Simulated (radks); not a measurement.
The numbers below are computed, except where a source is named.
The nuclear charge of the terbium ion Tb2+ is varied continuously with 63 electrons held in [Xe] 4f9. Level of theory: scalar-relativistic Kohn-Sham, LDA (Slater exchange, Perdew-Wang correlation), spin-polarised, spherical densities, finite nucleus; open shells are filled with parallel spins first (spin-orbit coupling, left out, can overturn this in heavy ions); Fermi nuclear charge, rms radius 5.06 fm (a radial shooting solver on a logarithmic mesh with Libxc functionals). By the Hellmann-Feynman theorem dE/dZ = E(electron-nucleus)/Z, the electronic potential at the nucleus (averaged over a nucleus of fixed radius). The scalar-relativistic energy here is not variational (the density holds large components alone), so the two differ by a part that grows with Z.

[
 {"Z": "64", "E (hartree)": "-11262.7225", "E(electron-nucleus)/Z (hartree)": "-429.574", "HOMO": "4f", "e(HOMO) (eV)": "-2.208", "<r> HOMO (bohr)": "1.392"},
 {"Z": "64.25", "E (hartree)": "-11371.0466", "E(electron-nucleus)/Z (hartree)": "-432.074", "HOMO": "4f", "e(HOMO) (eV)": "-4.524", "<r> HOMO (bohr)": "1.107"},
 {"Z": "64.5", "E (hartree)": "-11480.0009", "E(electron-nucleus)/Z (hartree)": "-434.551", "HOMO": "4f", "e(HOMO) (eV)": "-7.650", "<r> HOMO (bohr)": "1.018"},
 {"Z": "64.75", "E (hartree)": "-11589.5827", "E(electron-nucleus)/Z (hartree)": "-437.022", "HOMO": "4f", "e(HOMO) (eV)": "-11.187", "<r> HOMO (bohr)": "0.9644"},
 {"Z": "65", "E (hartree)": "-11699.7907", "E(electron-nucleus)/Z (hartree)": "-439.490", "HOMO": "4f", "e(HOMO) (eV)": "-15.033", "<r> HOMO (bohr)": "0.9249"},
 {"Z": "65.25", "E (hartree)": "-11810.6248", "E(electron-nucleus)/Z (hartree)": "-441.957", "HOMO": "4f", "e(HOMO) (eV)": "-19.139", "<r> HOMO (bohr)": "0.8930"},
 {"Z": "65.5", "E (hartree)": "-11922.0848", "E(electron-nucleus)/Z (hartree)": "-444.424", "HOMO": "4f", "e(HOMO) (eV)": "-23.478", "<r> HOMO (bohr)": "0.8659"},
 {"Z": "65.75", "E (hartree)": "-12034.1710", "E(electron-nucleus)/Z (hartree)": "-446.891", "HOMO": "4f", "e(HOMO) (eV)": "-28.032", "<r> HOMO (bohr)": "0.8423"},
 {"Z": "66", "E (hartree)": "-12146.8838", "E(electron-nucleus)/Z (hartree)": "-449.360", "HOMO": "4f", "e(HOMO) (eV)": "-32.785", "<r> HOMO (bohr)": "0.8213"}
]

The central difference of E at Z = 65 is -442.084 hartree, to compare with the third column; the second derivative is -10 hartree.
